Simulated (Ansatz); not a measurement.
Start from `CBCC` and change one atom or group to get `CCB(C)F`.

Ansatz, PBE0-D4/def2-TZVP geometries, multiplicity 1. Each molecule was computed in one conformer, which needn't be the lowest.

```tsv
property	`CBCC`
HOMO energy (PBE/def2-TZVPP) / eV	-7.01
LUMO energy (PBE/def2-TZVPP) / eV	-1.61
HOMO–LUMO gap (PBE/def2-TZVPP) / eV	5.40
LUMO energy (B3LYP/def2-TZVPP) / eV	-0.82
HOMO energy (B3LYP/def2-TZVPP) / eV	-8.20
HOMO–LUMO gap (ωB97M-V/def2-TZVPP) / eV	12.04
```

**Question.** Give the same properties after the change, and the shifts. (Estimate.)

**Answer.** Computed: 
```
                               property  `CCB(C)F`  shift
      HOMO energy (PBE/def2-TZVPP) / eV      -6.90   0.11
      LUMO energy (PBE/def2-TZVPP) / eV      -0.94   0.67
    HOMO–LUMO gap (PBE/def2-TZVPP) / eV       5.96   0.56
    LUMO energy (B3LYP/def2-TZVPP) / eV      -0.15   0.67
    HOMO energy (B3LYP/def2-TZVPP) / eV      -8.18   0.02
HOMO–LUMO gap (ωB97M-V/def2-TZVPP) / eV      12.66   0.62
```

B3LYP here is the variant with VWN-RPA as its local correlation; programs differ in this.
